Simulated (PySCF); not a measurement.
AlBr₂, SMILES [Br][Al][Br], multiplicity 2. Geometry optimised at PBE-D3(BJ)/def2-TZVP. The multiplicity is an assumed one; other spin states were not compared. The isomer is the one that the SMILES or the coordinates give; other isomers of the formula were not compared.

All values below come from PBE-D3(BJ)/def2-TZVP (PySCF).

Harmonic wavenumbers (cm⁻¹): 90, 326, 445. Rotational constants (GHz): 16.60, 0.8088, 0.7712; symmetry number 2.

Q: Work out the zero-point energy and the ideal-gas rigid-rotor harmonic-oscillator thermochemistry at 298.15 K and 1 atm.

A: ZPE = ½ Σ hcν = ½ × 860 cm⁻¹ = 1.23 kcal/mol. H − E(el) = 4.49 kcal/mol. Entropy in cal/(mol K): translation 41.58, rotation 26.45, vibration 5.76, spin 1.38, total 75.17. G − E(el) = -17.93 kcal/mol. Cp = 12.90 cal/(mol K). Modes under 150 cm⁻¹ make the vibrational entropy uncertain.
